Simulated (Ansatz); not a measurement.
Mulliken charges of `[O][K]` radical from PBE/def2-TZVPP in Ansatz (PBE0-D4/def2-TZVP geometry).

```
atom   x (Å)   y (Å)   z (Å)  charge (e)
  O1   0.932  -0.312   0.478      -0.645
  K2  -0.932   0.312  -0.478       0.645
```

**Question.** By hand: the dipole of these point charges (1 e Å = 4.8032 D).

**Answer.** Σ q r = (-1.202, 0.402, -0.617) e Å, of length 1.410 e Å = 6.77 D.

**Question.** How does the dipole of the full density compare? (An estimate is asked.)

**Answer.** The calculation gave: (-1.445, 0.483, -0.740) e Å, 8.14 D; the point charges give 0.83 times that, at 0° from its direction.

Point charges leave out the atoms' own dipoles, such as those of lone pairs, and Mulliken's split depends on the basis, so the two needn't agree.
